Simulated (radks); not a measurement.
Trend from Li to Ne: ionisation energy by Delta-SCF between NIST ground configurations, and size. All-electron calculation, Dirac Kohn-Sham, PBEsol, spin-unpolarised, spherical densities, finite nucleus; open shells fill j = l - 1/2 first; Fermi nuclear charge, rms radius of each element as measured or else 0.836 A^(1/3) + 0.57 fm. Program: a radial shooting solver on a logarithmic mesh with Libxc functionals.

| species | configuration | IE (eV) | NIST (eV) | kind | -e(HOMO) (eV) | r at 0.001 e/bohr^3 (bohr) |
|---|---|---|---|---|---|---|
| Li | [He] 2s1 | 5.187 | 5.392 | exp. | 2.822 (2s1/2) | 4.18 |
| Be | [He] 2s2 | 9.458 | 9.323 | exp. | 5.543 (2s1/2) | 4.14 |
| B | [He] 2s2 2p1 | 8.142 | 8.298 | exp. | 3.556 (2p1/2) | 3.91 |
| C | [He] 2s2 2p2 | 10.792 | 11.260 | exp. | 5.236 (2p1/2) | 3.68 |
| N | [He] 2s2 2p3 | 13.508 | 14.534 | exp. | 7.025 (2p3/2) | 3.47 |
| O | [He] 2s2 2p4 | 16.340 | 13.618 | exp. | 8.957 (2p3/2) | 3.28 |
| F | [He] 2s2 2p5 | 19.288 | 17.423 | exp. | 11.026 (2p3/2) | 3.12 |
| Ne | [Ne] | 22.360 | 21.565 | exp. | 13.235 (2p3/2) | 2.98 |

Reference values: NIST Atomic Spectra Database (exp. = measured, semi-emp. = semi-empirical, theory = theoretical value adopted there). Spin polarisation and multiplet splitting are left out, so open shells lie too high by an amount that depends on their filling.

Beside tabulated values, note that spin-unpolarised runs miss the spin-polarisation part of the exchange energy of open shells.
